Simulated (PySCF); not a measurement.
A structure optimised at PBE0-D3(BJ)/def2-SVP, used in a PySCF frequency run:

```
C
C 1 1.3434
H 2 1.0971 1 121.71
H 2 1.0977 3 115.69 1 -180.00
H 1 1.0993 2 117.02 3 180.00
Al 1 1.9348 5 121.67 2 180.00
H 6 1.5792 1 126.23 5 0.00
Cl 6 2.1135 7 117.62 1 180.00
```
Charge 0, spin multiplicity 1.

**Question.** Write its SMILES, formula and point group.

**Answer.** C=[CH][AlH][Cl], C2H4AlCl, Cs

**Question.** What are its rotational constants (standard atomic weights)?

**Answer.** 8.4705, 2.6186, 2.0003 GHz
